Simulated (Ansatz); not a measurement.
The inner images of a band of BClF2 + H2 (6 atoms, charge 0, multiplicity 1) are given out of order.

Method: Ansatz, RKS PBE-D4/def2-SVP.

First end point:

```xyz
6
Properties=species:S:1:pos:R:3
B -0.025 0.472 -0.035
F -0.021 0.810 1.245
F 1.126 0.226 -0.638
Cl -1.532 0.376 -0.925
H -0.251 -2.371 0.775
H -0.106 -2.017 1.442
```

Last end point:

```xyz
6
Properties=species:S:1:pos:R:3
B -0.073 -0.446 -0.410
F -0.056 -0.021 1.856
F 1.097 0.134 -0.639
Cl -1.552 0.386 -0.890
H -0.115 -1.619 -0.092
H -0.110 -0.940 2.038
```

Question: Put them in order from the first end to the last, with their energies above the first end.
A.
```xyz
6
Properties=species:S:1:pos:R:3
B -0.029 0.387 0.007
F -0.013 0.767 1.276
F 1.113 0.084 -0.588
Cl -1.539 0.327 -0.885
H -0.195 -2.201 0.681
H -0.145 -1.869 1.372
```
B.
```xyz
6
Properties=species:S:1:pos:R:3
B -0.047 0.181 0.108
F -0.037 0.547 1.390
F 1.105 -0.024 -0.518
Cl -1.550 0.201 -0.809
H -0.154 -1.866 0.498
H -0.125 -1.545 1.195
```
C.
```xyz
6
Properties=species:S:1:pos:R:3
B -0.069 -0.280 -0.013
F -0.072 0.063 1.595
F 1.116 0.071 -0.516
Cl -1.569 0.260 -0.789
H -0.118 -1.578 0.314
H -0.097 -1.041 1.272
```
D.
```xyz
6
Properties=species:S:1:pos:R:3
B -0.067 -0.145 0.100
F -0.068 0.218 1.517
F 1.107 0.028 -0.517
Cl -1.564 0.211 -0.795
H -0.119 -1.622 0.397
H -0.099 -1.196 1.161
```
E.
```xyz
6
Properties=species:S:1:pos:R:3
B -0.058 0.026 0.139
F -0.049 0.392 1.449
F 1.102 -0.020 -0.516
Cl -1.556 0.186 -0.796
H -0.137 -1.723 0.446
H -0.109 -1.367 1.143
```
F.
```xyz
6
Properties=species:S:1:pos:R:3
B -0.072 -0.409 -0.256
F -0.070 -0.014 1.786
F 1.106 0.115 -0.566
Cl -1.561 0.332 -0.832
H -0.113 -1.580 0.129
H -0.099 -0.949 1.604
```
G.
```xyz
6
Properties=species:S:1:pos:R:3
B -0.037 0.292 0.057
F -0.001 0.677 1.326
F 1.097 0.002 -0.563
Cl -1.557 0.264 -0.822
H -0.176 -2.026 0.583
H -0.136 -1.714 1.283
```

Answer: A (+0.01 eV), G (+0.05 eV), B (+0.18 eV), E (+0.51 eV), D (+1.24 eV), C (+1.76 eV), F (+1.38 eV).

Time of the run: 2.8 min on 1 thread of AMD EPYC 9R45 96-Core Processor (Zen 5), with other jobs on the host, peak memory 0.14 GiB.
